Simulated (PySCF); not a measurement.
## Dipole response of Cl⁺ (chlorine, charge +1)

[Ne] 3s2 3p4, high-spin 3P determinant. All numbers are calculated (PySCF 2.14, no relativity, point nucleus, in aug-cc-pV(D+d)Z (5s4p3d, 32 functions)). Coupled (time-dependent) response in atomic units; α is the mean over directions.

```json
{"method": "UHF", "mean α (bohr³)": "8.521", "α xx, yy, zz": "8.388, 8.787, 8.388", "C₆ (like pair)": "41.01", "S(−4)": "16.41"}
{"method": "PBE", "mean α (bohr³)": "8.670", "α xx, yy, zz": "8.468, 9.074, 8.468", "C₆ (like pair)": "41.78", "S(−4)": "17.36"}
{"method": "PBE0", "mean α (bohr³)": "8.585", "α xx, yy, zz": "8.408, 8.939, 8.408", "C₆ (like pair)": "41.29", "S(−4)": "16.81"}
{"method": "PW91", "mean α (bohr³)": "8.639", "α xx, yy, zz": "8.438, 9.042, 8.438", "C₆ (like pair)": "41.54", "S(−4)": "17.25"}
{"method": "MN15", "mean α (bohr³)": "8.406", "α xx, yy, zz": "8.341, 8.538, 8.341", "C₆ (like pair)": "38.82", "S(−4)": "17.35"}
```

S(−4) is the Cauchy moment in α(ω) = α(0) + S(−4) ω² + …

α(iu) at PBE0:

```tsv
u (hartree)	α(iu) (bohr³)
0	8.585
0.0500	8.543
0.100	8.421
0.200	7.969
0.300	7.326
0.500	5.859
0.750	4.252
1.00	3.096
1.50	1.769
2.00	1.123
3.00	0.5689
5.00	0.2408
```

A single London oscillator, α(iu) = α/(1 + u²/ω²), gives C₆ = (3/4) ω α². Matching the computed C₆ needs ω = 4 × 41.29 / (3 × 8.585²) = 0.747 hartree.

For an ion, C₆ is the dispersion term alone; charge-induced terms of lower order in 1/R come first.

The components differ because the open shell of this determinant is not spherical; for a pure term their mean is the scalar polarisability.
